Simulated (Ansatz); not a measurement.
Stepwise reaction of `C[CH2][Al]([F])[F]` with ammonia, as a gas-phase model of exchange steps in deposition or etching. ΔE in kJ/mol; ΔG adds harmonic PBE0-D4 terms to CCSD(T)/CBS, at 1 bar.

Isolated molecules relaxed with PBE0-D4/def2-TZVP in Ansatz; ΔE leaves out vibrations. CBS: MP2 limit from def2 TZ/QZ plus the TZ coupled-cluster correction, frozen cores. This one scheme is used for every species. DFT in def2-TZVPP. B3LYP here is the variant with VWN-RPA as its local correlation; programs differ in this. One conformer a species, not always the lowest.

| step | reaction | PBE-D4 | B3LYP-D4 | ωB97M-V | CCSD(T)/CBS | ΔG(600 K) |
| --- | --- | --- | --- | --- | --- | --- |
| 1 | `C[CH2][Al]([F])[F]` + NH₃ → `C[CH2][Al]([NH2])[F]` + H–F | 91.7 | 95.7 | 94.5 | 92.6 | 93.9 |
| 2 | `C[CH2][Al]([NH2])[F]` + NH₃ → `C[CH2][Al]([NH2])[NH2]` + H–F | 105.3 | 109.5 | 108.3 | 104.9 | 99.4 |

**Question.** By hand: ΔE of the 2 steps together at CCSD(T)/CBS.

**Answer.** (92.6) + (104.9) = 197.5 kJ/mol, or 98.8 kJ/mol a step.

In ΔE each step is higher than the one before. All are uphill at CCSD(T)/CBS. ΔG lies between 93.9 and 99.4 kJ/mol a step. PBE-D4 differs from CCSD(T)/CBS by -0.9 to 0.4 kJ/mol a step. Isolated molecules leave out the surface, adducts and barriers. Largest T1 diagnostic: 0.012.
